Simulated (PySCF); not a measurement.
Species: C₈H₉N.
SMILES with atom numbers: `[NH2:1][c:2]1[cH:3][cH:4][cH:5][c:6]2[c:7]1[CH2:8][CH2:9]2`

Structure used (GFN2-xTB), in Å, numbered top down from 1:
```
atom  x, y, z in Å
N1     0.7222    2.4174   -0.4563
C2     0.7211    1.0671   -0.1581
C3     1.8953    0.3934    0.2159
C4     1.9003   -0.9379    0.5914
C5     0.7380   -1.7086    0.6260
C6    -0.4081   -1.0483    0.2566
C7    -0.4205    0.2885   -0.1243
C8    -1.9076    0.2928   -0.3769
C9    -1.8946   -1.2012    0.0559
H10    1.6091    2.8051   -0.7364
H11   -0.0625    2.7461   -0.9953
H12    2.8275    0.9420    0.2080
H13    2.8421   -1.3933    0.8633
H14    0.7606   -2.7457    0.9226
H15   -2.4875    0.9503    0.2700
H16   -2.2002    0.4608   -1.4137
H17   -2.1851   -1.9055   -0.7225
H18   -2.4586   -1.4168    0.9621
```

Probes without a nucleus sit at each ring's centroid and 1 Å off its mean plane on both sides; NICS is minus the shielding there, NICSzz its component along the normal. Level: GIAO PBE0/pcSseg-1 (PySCF, non-relativistic, gas phase) on the GFN2-xTB geometry, one conformer.

Ring bond lengths (Å), with Mayer bond orders in brackets: C2–C3 1.405 (1.35), C3–C4 1.383 (1.51), C4–C5 1.395 (1.41), C5–C6 1.373 (1.42), C6–C7 1.390 (1.36), C7–C2 1.382 (1.28); C6–C7 1.390 (1.36), C7–C8 1.508 (1.10), C8–C9 1.555 (1.09), C9–C6 1.508 (1.08).

Question: What do the NICS probes read (ppm)?

Answer: 
```json
{"ring": "C2–C3–C4–C5–C6–C7", "type": "6-membered carbocycle; formal bonds all aromatic", "NICS(0)": "-9.2", "NICS(1), two faces": "-10.5 / -10.3", "NICS(1)zz, two faces": "-25.1 / -24.8", "rms pucker (Å)": "0.00", "centre to ring atoms, mean (Å)": "1.39"}
{"ring": "C6–C7–C8–C9", "type": "4-membered carbocycle; formal bonds 1 aromatic, 3 single", "NICS(0)": "2.7", "NICS(1), two faces": "-1.2 / -1.2", "NICS(1)zz, two faces": "2.8 / 2.8", "rms pucker (Å)": "0.00", "centre to ring atoms, mean (Å)": "1.05"}
```

Question: What do they say, and how far can they be read as aromaticity?

Answer: 
- C2–C3–C4–C5–C6–C7: mean NICS(1)zz -25.0 ppm, shielded. For a flat ring without four-coordinate atoms the NICS criterion counts such a value as aromatic, though in fused rings the probe also feels the neighbouring ring.
- C6–C7–C8–C9: mean NICS(1)zz 2.8 ppm, near zero. C8, C9 have four or more neighbours, so the value isn't read as a sign of a π ring current.

Question: And the bond-length index? Use HOMA with the parameters of Krygowski (1993).

Answer: 
- C2–C3–C4–C5–C6–C7: HOMA 0.97 = 1 − EN − GEO, with mean bond length 1.388 Å, EN = α(Ropt − mean)² = 0.000 and GEO = α × variance = 0.026. The geometric and the magnetic index point the same way.

Question: At the second NICS(1) probe listed for ring C2–C3–C4–C5–C6–C7, 1 Å off the ring, how large is the induced field along the normal in 14.1 T applied along it?

Answer: NICSzz × B0 = -24.8 ppm × 14.1 T = -350 μT, against the applied field.
